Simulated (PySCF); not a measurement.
N2O, charge -1, doublet, at a GFN2-xTB geometry (a state made from the parent by changing its charge; the spin is typed, not shown lowest) (in this run its highest filled SCF level lies above zero, so its values depend strongly on the basis, on diffuse functions most of all). Base run: B3LYP/6-31G run with PySCF.

Input for PySCF:
```python
from pyscf import gto, scf, dft

mol = gto.Mole()
mol.atom = '''
    N    -1.180458    0.149650   -0.080204
    N    -0.088954   -0.306126    0.078258
    O     1.110735    0.136916    0.001703
'''
mol.basis = '6-31g'
mol.charge = -1
mol.spin = 1
mol.verbose = 4
mol.build()

mf = dft.UKS(mol)
mf.xc = 'b3lyp'
mf.kernel()
mf.analyze()
```

The base run was repeated with changes; each row names its change, and settings that it needs were set with it.

```json
[
 {"change": "base", "ΔE vs base (µEh)": "0.0", "SCF cycles": "12", "<S^2>": "0.754", "outcome": "converged"},
 {"change": "diis_space = 2", "ΔE vs base (µEh)": "-", "SCF cycles": "50", "<S^2>": "-", "outcome": "not converged"},
 {"change": "conv_tol = 1e-12", "ΔE vs base (µEh)": "0.0", "SCF cycles": "14", "<S^2>": "0.754", "outcome": "converged"},
 {"change": "DIIS = EDIIS", "ΔE vs base (µEh)": "-", "SCF cycles": "50", "<S^2>": "-", "outcome": "not converged"},
 {"change": "diis_space = 4", "ΔE vs base (µEh)": "0.0", "SCF cycles": "20", "<S^2>": "0.754", "outcome": "converged"},
 {"change": "solver = newton; init_guess = 1e", "ΔE vs base (µEh)": "0.0", "SCF cycles": "-", "<S^2>": "0.754", "outcome": "converged"},
 {"change": "solver = newton", "ΔE vs base (µEh)": "0.0", "SCF cycles": "-", "<S^2>": "0.754", "outcome": "converged"},
 {"change": "level_shift = 0.5 (with mf.max_cycle = 100)", "ΔE vs base (µEh)": "0.0", "SCF cycles": "22", "<S^2>": "0.754", "outcome": "converged"},
 {"change": "conv_tol_grad = 1e-3", "ΔE vs base (µEh)": "0.0", "SCF cycles": "12", "<S^2>": "0.754", "outcome": "converged"},
 {"change": "init_guess = sap", "ΔE vs base (µEh)": "0.0", "SCF cycles": "13", "<S^2>": "0.754", "outcome": "converged"},
 {"change": "conv_tol = 1e-7", "ΔE vs base (µEh)": "0.0", "SCF cycles": "10", "<S^2>": "0.754", "outcome": "converged"},
 {"change": "conv_tol_grad = 1e-7", "ΔE vs base (µEh)": "0.0", "SCF cycles": "14", "<S^2>": "0.754", "outcome": "converged"},
 {"change": "diis_space = 20", "ΔE vs base (µEh)": "0.0", "SCF cycles": "12", "<S^2>": "0.754", "outcome": "converged"}
]
```

Open shells are given as the SCF converged; they aren't shown to be the lowest states, and a large step between rows can be another state.
